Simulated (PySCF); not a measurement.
Compound: C3H8AlF3O.
SMILES with atom numbers: `[CH3:1][O+:2]([AlH3-:3])[CH2:4][C:5]([F:6])([F:7])[F:8]` (hydrogens: H9, H10, H11 on C1; H12, H13, H14 on Al3; H15, H16 on C4)

Geometry (GFN2-xTB, Å), atoms numbered from 1 in this order:
```xyz
16
C3H8AlF3O angstrom
C      0.3440    1.5080    0.2465
O      0.4791    0.1429   -0.1085
Al     1.9422   -0.7525    0.7140
C     -0.5050   -0.3900   -0.9418
C     -1.8512   -0.5630   -0.2283
F     -2.5185    0.5978   -0.1076
F     -2.6484   -1.3860   -0.9166
F     -1.7097   -1.0590    0.9965
H     -0.5359    1.6814    0.8682
H      0.3040    2.1353   -0.6474
H      1.2421    1.7410    0.8207
H      1.5382   -0.5444    2.2162
H      1.6590   -2.1320    0.0002
H      3.0637    0.1906    0.1356
H     -0.6627    0.2258   -1.8366
H     -0.1485   -1.3871   -1.2227
```

Vertical excitations from PySCF (density fitting, frozen core in the response, grid level 2 and gas phase unless stated; continuum runs use non-equilibrium linear response for the excitations) on a GFN2-xTB geometry. Reference run:

| settings | S1, eV (f) | S2, eV (f) | S3, eV (f) | S4, eV (f) | S5, eV (f) | S6, eV (f) | T1, eV (Tamm–Dancoff) | mean α (au) |
| --- | --- | --- | --- | --- | --- | --- | --- | --- |
| wB97X-D/def2-SVPD, full TDDFT, 8 singlets | 6.57 (0.006) | 6.80 (0.014) | 7.50 (0.122) | 7.70 (0.061) | 7.81 (0.086) | 8.30 (0.052) | 6.22 | 75.2 |

Question: What do these settings give: PBE0/ANO-RCC-VDZP, IEF-PCM chloroform, TDA, 25 singlets?

Answer: 
| settings | S1, eV (f) | S2, eV (f) | S3, eV (f) | S4, eV (f) | S5, eV (f) | S6, eV (f) | T1, eV (Tamm–Dancoff) | mean α (au) |
| --- | --- | --- | --- | --- | --- | --- | --- | --- |
| PBE0/ANO-RCC-VDZP, IEF-PCM chloroform, TDA, 25 singlets | 6.78 (0.016) | 6.98 (0.038) | 7.67 (0.104) | 7.89 (0.082) | 8.37 (0.014) | 8.58 (0.035) | 6.31 | 80.6 |

S1 moves by +0.21 eV; functional, basis, environment and response scheme change together, so the shift can't be laid on one. States are counted by energy in each run and needn't keep their character from row to row.

ANO-RCC sets were contracted for a scalar-relativistic Hamiltonian, but ran non-relativistically here.

Question: Give the leading configurations of S1 (H = HOMO, L = LUMO) and the HOMO–LUMO gap of each run.

Answer: 
```json
{"settings": "wB97X-D/def2-SVPD, full TDDFT, 8 singlets", "S1 configurations (weight)": "H→L 0.48, H→L+1 0.42", "S1 (eV)": "6.57", "orbital gap (eV)": "11.07", "S1 − gap (eV)": "-4.50"}
{"settings": "PBE0/ANO-RCC-VDZP, IEF-PCM chloroform, TDA, 25 singlets", "S1 configurations (weight)": "H→L 0.90, H→L+1 0.08", "S1 (eV)": "6.78", "orbital gap (eV)": "8.10", "S1 − gap (eV)": "-1.32"}
```

Geometry: GFN2-xTB, one conformer.
